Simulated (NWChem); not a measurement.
Species: MoN2H3OF; SMILES [NH]=[Mo]([F])([NH2])=[O]

```xyz
8

Mo    -0.0488     0.0227     0.0208
O     -0.9158    -0.0782     1.4509
N     -1.0624    -0.2464    -1.3491
H     -2.0135    -0.4172    -1.6746
F      0.7657     1.6904    -0.1317
N      1.2569    -1.3822    -0.0252
H      1.7088    -1.7309     0.8171
H      1.4291    -1.9942    -0.8171
```
Atoms are numbered in this order, from 1.

All runs: NWChem. Medium grid unless said otherwise, to which SCAN and Minnesota functionals are sensitive. All runs use the structure optimised with PBE0/def2-SVP. Not confirmed as a minimum by frequencies. def2 effective core potentials on Mo; no spin-orbit coupling. Hybrids' shares of exact exchange are those that their runs print; pure functionals count as 0. The functionals differ in more than this share.

| row | share of exact exchange | orbital gap (eV) |
|---|---|---|
| PBE/def2-SVP | 0.00 | 4.21 |
| M06-L/def2-SVP | 0.00 | 4.51 |
| B3LYP/def2-SVP | 0.20 | 5.90 |
| B3PW91/def2-SVP | 0.20 | 5.93 |
| M06/def2-SVP | 0.27 | 6.40 |
| M06-2X/def2-SVP | 0.54 | withheld |

Q: Fit a straight line of the last column on the one before it, predict the withheld value, and compare with the run.

A: 
1. Means of the 5 shown rows: x = 0.134, y = 5.390. Slope Σ(x − x̄)(y − ȳ)/Σ(x − x̄)² = 0.4827/0.06312 = 7.647; intercept 4.365.
2. The shown rows scatter about the line by 0.097 (root mean square); the largest residual is -0.16, at PBE/def2-SVP.
3. At x = 0.54 (M06-2X/def2-SVP; beyond the shown range) the line gives 8.49.
4. The run gives 8.65, +0.16 from the line, 1.6 times the scatter.
